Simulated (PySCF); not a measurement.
**Magnetisability: SMILES C#C[C@@]1(C)CCC(=C)C1, C9H12**

Geometry (Å), atoms numbered from 1 in this order:
```xyz
21

C    -1.885    0.053    2.194
C    -1.405   -0.064    1.104
C    -0.820   -0.208   -0.221
C    -1.847   -0.844   -1.157
C    -0.326    1.164   -0.714
C     0.990    1.370    0.034
C     1.558   -0.016    0.190
C     2.798   -0.304    0.538
C     0.484   -1.024   -0.120
H    -2.306    0.154    3.149
H    -2.138   -1.825   -0.788
H    -1.430   -0.955   -2.156
H    -2.738   -0.222   -1.219
H    -0.145    1.115   -1.789
H    -1.049    1.956   -0.518
H     1.674    2.039   -0.488
H     0.796    1.791    1.024
H     3.524    0.466    0.735
H     3.138   -1.320    0.642
H     0.424   -1.804    0.640
H     0.692   -1.505   -1.080
```

Method used: GIAO KT3/pcSseg-1 magnetisability, rotational g tensor and spin-rotation constants, non-relativistic, gas phase (PySCF). Geometry: GFN2-xTB.

Q: What are the magnetisability and the molar susceptibility?

A: Isotropic -1442 × 10⁻³⁰ J/T², or -86.8 × 10⁻⁶ cm³/mol; principal values -1562, -1413, -1349 × 10⁻³⁰ J/T², anisotropy 189 × 10⁻³⁰ J/T² (root of half the summed squared differences of the principal values). The susceptibility is in cgs units.

Q: Split it along the inertial axes a, b, c into diamagnetic and paramagnetic parts about the centre of mass, with the quadrupole moment.

A: 
```csv
axis,χ (10⁻⁶ cm³/mol),diamagnetic (10⁻⁶ cm³/mol),paramagnetic (10⁻⁶ cm³/mol),summed x² of all electrons (Å²),quadrupole Θ (D Å)
a,-86.0,-630.7,544.7,186.8,-2.67
b,-93.1,-1066.3,973.2,84.1,+2.38
c,-81.3,-1149.2,1067.9,64.6,+0.29
```
Anisotropies 2χaa − χbb − χcc = +2.4 and 2χbb − χaa − χcc = -18.9 × 10⁻⁶ cm³/mol. Θ is traceless in Buckingham's convention.

Q: And the rotational g tensor?

A: 
| axis | rotational constant (GHz) | g | nuclear part | electronic part |
| --- | --- | --- | --- | --- |
| a | 2.4811 | -0.0104 | 0.6245 | -0.6349 |
| b | 1.3060 | -0.0029 | 0.5942 | -0.5971 |
| c | 1.1922 | -0.0086 | 0.5895 | -0.5981 |

Asymmetric top; isotopes 12C, 1H; no vibrational averaging.
